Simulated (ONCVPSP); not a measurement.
**Plane-wave convergence, ONCV potential for C**

C, optimised norm-conserving Vanderbilt (ONCV), made with ONCVPSP 4.0.1 (LDA (Perdew-Wang 92), scalar-relativistic). Core [He], reference 2s2 2p2. Waves: 2s: rc 1.35 bohr, ncon 3, nbas 6, qcut 5.5 1/bohr, 2 projectors, debl 1.2 Ha; 2p: rc 2.15 bohr, ncon 4, nbas 7, qcut 8.1 1/bohr, 2 projectors, debl 3.2 Ha. Local part: polynomial inside 1.20 bohr (lpopt 3, dvloc0 6 Ha). Core correction: Teter function, parameters optimised by the program.

Task: For each optimised wave give the share of its norm inside rc, the residual kinetic energy above qcut (Ha) and the cutoffs (Ha) for errors of 10, 1, 0.1 and 0.01 mHa per electron.

Result:

| wave | norm inside rc | residual KE | 10 mHa | 1 mHa | 0.1 mHa | 0.01 mHa |
| --- | --- | --- | --- | --- | --- | --- |
| 2s | 0.431 | 3.6e-04 | 7.6 | 13.1 | 39.5 | 74.7 |
| s projector 2 | 0.156 | 4.2e-04 | 7.7 | 13.5 | 24.7 | 52.2 |
| 2p | 0.712 | 1.7e-09 | 11.4 | 15.9 | 19.7 | 22.8 |
| p projector 2 | 0.191 | 7.3e-08 | 15.8 | 20.7 | 24.7 | 27.9 |

The occupied waves need 16 Ha and 40 Ha for 1 and 0.1 mHa. Its largest configuration-test error is +395 meV.
